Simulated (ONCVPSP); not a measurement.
# An all-electron radial function and its pseudo partner (Ni)

Columns: radius, all-electron u(r) and pseudo u(r) of the 3d shell (level -10.98 eV) of nickel in the configuration [Ne] 3s2 3p6 3d8 4s1.75; PBE, scalar-relativistic, ONCV scheme, ONCVPSP 4.0.1.

| r (bohr) | all-electron | pseudo |
| --- | --- | --- |
| 0.075 | 0.0489 | 0.0063 |
| 0.150 | 0.2174 | 0.0469 |
| 0.225 | 0.4334 | 0.1442 |
| 0.300 | 0.6329 | 0.3006 |
| 0.375 | 0.7881 | 0.4984 |
| 0.450 | 0.8944 | 0.7064 |
| 0.525 | 0.9558 | 0.8901 |
| 0.600 | 0.9810 | 1.0230 |
| 0.675 | 0.9791 | 1.0919 |
| 0.750 | 0.9585 | 1.0997 |
| 0.825 | 0.9256 | 1.0601 |
| 0.900 | 0.8853 | 0.9921 |
| 0.975 | 0.8410 | 0.9137 |
| 1.050 | 0.7950 | 0.8374 |
| 1.125 | 0.7489 | 0.7698 |
| 1.200 | 0.7036 | 0.7120 |
| 1.275 | 0.6599 | 0.6624 |
| 1.350 | 0.6181 | 0.6186 |
| 1.425 | 0.5785 | 0.5785 |
| 1.500 | 0.5411 | 0.5410 |
| 1.575 | 0.5059 | 0.5058 |
| 1.650 | 0.4729 | 0.4729 |
| 1.725 | 0.4420 | 0.4420 |
| 1.800 | 0.4132 | 0.4131 |
| 1.875 | 0.3862 | 0.3862 |
| 1.950 | 0.3611 | 0.3611 |

Task: How many radial nodes do the two functions have?

Result: The all-electron 3d function has n − l − 1 = 0; the pseudo-wave has 0.

Task: At about which radius was the pseudo-wave matched?

Result: 1.50 bohr, where the columns begin to agree (steps of 0.07 bohr).

Task: Is the pseudo-wave norm-conserving?

Result: Yes: the ONCV scheme keeps the norm inside the radius equal to the all-electron one, which fixes the energy derivative of the logarithmic derivative at the level.
